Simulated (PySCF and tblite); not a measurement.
Values are calculated unless marked as measured or tabulated.
System: C3H7BF2Si, numbered as in [CH2:1]=[C:2]([SiH3:3])[CH2:4][B:5]([F:6])[F:7].

Motion: shift of B5 from C4 to C1. GFN2-xTB gives an electronic barrier of 20.0 kcal/mol.

What does PBE0/pcSseg-1 + D3(BJ) give on PBE0-D3(BJ)/def2-SVP geometries?

A barrier of 29.8 kcal/mol, 9.8 above the tight-binding barrier (from unrounded values) and, with GFN2-xTB thermal terms, ΔG‡(298 K) = 30.1 kcal/mol and k = 5.8×10⁻¹⁰ s⁻¹ (1 equivalent path).

And the level of the geometries itself, PBE0-D3(BJ)/def2-SVP?

27.1 kcal/mol.

Programs: tblite and PySCF.
